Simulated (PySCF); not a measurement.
# Stretching SnH⁺

Set-up: Sn x2c-SVPall, H x2c-SVPall; spin-free X2C with a Gaussian nucleus (PySCF 2.14). Energies in eV from Sn⁺ + H in their ground configurations at the same level. State: ¹Σ⁺ (singlet), closed shell.

All columns are PBE. A positive dipole points towards H; it is taken about the centre of mass and depends on that origin.

```json
{"R (Å)": "1.520", "E (eV)": "-2.174", "μ (D)": "0.58", "Mulliken charge on Sn (basis-dependent)": "1.03", "HOMO (eV)": "-13.00", "LUMO (eV)": "-10.38", "Mayer bond order": "0.96", "⟨S²⟩": "0.00"}
{"R (Å)": "1.591", "E (eV)": "-2.474", "μ (D)": "0.42", "Mulliken charge on Sn (basis-dependent)": "1.02", "HOMO (eV)": "-12.99", "LUMO (eV)": "-10.37", "Mayer bond order": "0.97", "⟨S²⟩": "0.00"}
{"R (Å)": "1.662", "E (eV)": "-2.654", "μ (D)": "0.27", "Mulliken charge on Sn (basis-dependent)": "1.01", "HOMO (eV)": "-12.96", "LUMO (eV)": "-10.36", "Mayer bond order": "0.97", "⟨S²⟩": "0.00"}
{"R (Å)": "1.715", "E (eV)": "-2.727", "μ (D)": "0.15", "Mulliken charge on Sn (basis-dependent)": "1.01", "HOMO (eV)": "-12.92", "LUMO (eV)": "-10.36", "Mayer bond order": "0.98", "⟨S²⟩": "0.00"}
{"R (Å)": "1.768", "E (eV)": "-2.757", "μ (D)": "0.05", "Mulliken charge on Sn (basis-dependent)": "1.00", "HOMO (eV)": "-12.87", "LUMO (eV)": "-10.36", "Mayer bond order": "0.98", "⟨S²⟩": "0.00"}
{"R (Å)": "1.821", "E (eV)": "-2.753", "μ (D)": "-0.06", "Mulliken charge on Sn (basis-dependent)": "1.00", "HOMO (eV)": "-12.82", "LUMO (eV)": "-10.37", "Mayer bond order": "0.98", "⟨S²⟩": "0.00"}
{"R (Å)": "1.892", "E (eV)": "-2.703", "μ (D)": "-0.18", "Mulliken charge on Sn (basis-dependent)": "1.00", "HOMO (eV)": "-12.73", "LUMO (eV)": "-10.37", "Mayer bond order": "0.98", "⟨S²⟩": "0.00"}
{"R (Å)": "1.980", "E (eV)": "-2.589", "μ (D)": "-0.33", "Mulliken charge on Sn (basis-dependent)": "1.00", "HOMO (eV)": "-12.60", "LUMO (eV)": "-10.39", "Mayer bond order": "0.99", "⟨S²⟩": "0.00"}
{"R (Å)": "2.086", "E (eV)": "-2.399", "μ (D)": "-0.48", "Mulliken charge on Sn (basis-dependent)": "1.00", "HOMO (eV)": "-12.44", "LUMO (eV)": "-10.40", "Mayer bond order": "0.99", "⟨S²⟩": "0.00"}
{"R (Å)": "2.228", "E (eV)": "-2.093", "μ (D)": "-0.64", "Mulliken charge on Sn (basis-dependent)": "0.99", "HOMO (eV)": "-12.21", "LUMO (eV)": "-10.43", "Mayer bond order": "0.99", "⟨S²⟩": "0.00"}
```

A fit through these points gives, at Re = 1.787 Å, μ = 0.01 D and dμ/dR = -1.95 D/Å; the reduced mass is 0.9994 u.

**Question.** How strong is the fundamental in the double-harmonic approximation, I = 42.26·(dμ/dR)²/μred km/mol?

**Answer.** I = 42.26·(-1.95)²/0.9994 = 161 km/mol at PBE.

Spin–orbit coupling is left out, which matters for elements this heavy, above all for dissociation energies. For an ion De counts to the pair picked by the measured ionisation energies or electron affinities, which need not be the lowest pair at this level.
